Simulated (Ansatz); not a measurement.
A nudged elastic band was laid between two geometries of FGeH3 (5 atoms, charge 0, multiplicity 1).

Computed with RKS PBE-D4/def2-SVP (Ansatz 0.2.0).

```json
{
  "movable images": "7",
  "climbing image": "yes",
  "spring": "5.0 eV/Å²",
  "optimiser": "quadratic models (default)",
  "start path": "through a guess of the saddle point",
  "force threshold": "0.05 eV/Å",
  "iteration limit": "60",
  "end points": "relaxed"
}
```

First end point:

```xyz
5
Properties=species:S:1:pos:R:3
Ge 0.283 0.048 0.200
H 0.246 -0.013 1.748
H 1.729 -0.013 -0.351
H -0.499 1.266 -0.353
F -0.544 -1.394 -0.384
```

Last end point:

```xyz
5
Properties=species:S:1:pos:R:3
Ge 0.130 0.045 -0.883
H 1.000 0.299 1.250
H 1.576 -0.077 0.871
H -0.696 1.051 0.104
F -0.796 -1.424 -0.482
```

(1) What changes between the two ends?

(2) Give the energies along the band, and the barrier.

(3) What is the geometry of the highest image?

(4) What are the harmonic wavenumbers there?

Results:

(1) Bonds broken: Ge1–H2, Ge1–H3. Bonds formed: H2–H3. FGeH3 becomes FGeH + H2.

(2) The forces met the threshold. The highest image is number 5 of 0 to 8, 52.2 kcal/mol above the first end and 24.9 kcal/mol above the last; the last end lies 27.3 kcal/mol above the first. A vibrational analysis at the climbing image gives one clearly imaginary mode, 1020i cm⁻¹: a first-order saddle point. The orbitals stay closed-shell, which can raise the energy where a bond breaks towards radicals; this wasn't checked here.

```csv
image,path coordinate (Å),energy (kcal/mol),Ge1–H2 (Å),Ge1–H3 (Å),H2–H3 (Å)
0,0.00,0.0,1.55,1.55,2.57
1,0.26,2.8,1.53,1.55,2.37
2,0.52,12.4,1.52,1.53,2.14
3,0.79,28.6,1.55,1.52,1.91
4,1.05,45.4,1.64,1.52,1.68
5,1.31,52.2,1.77,1.56,1.46
6,1.64,42.3,1.89,1.68,1.08
7,1.96,28.5,2.10,1.98,0.81
8,2.29,27.3,2.32,2.28,0.79
```

(3) 
```xyz
5
Properties=species:S:1:pos:R:3:forces:R:3
Ge 0.290 0.023 -0.449 0.02 0.00 -0.02
H 0.563 0.250 1.286 -0.01 0.01 -0.01
H 1.622 -0.127 0.357 0.01 0.00 0.00
H -0.591 1.208 0.030 -0.01 0.03 0.02
F -0.669 -1.461 -0.365 -0.01 -0.03 0.00
```

(4) 1020i, 412, 546, 625, 672, 897, 1424, 2044, 2087 cm⁻¹.

Run time: 78 s on 1 thread of Arm Neoverse V1 (shared host), peak memory 0.11 GiB.
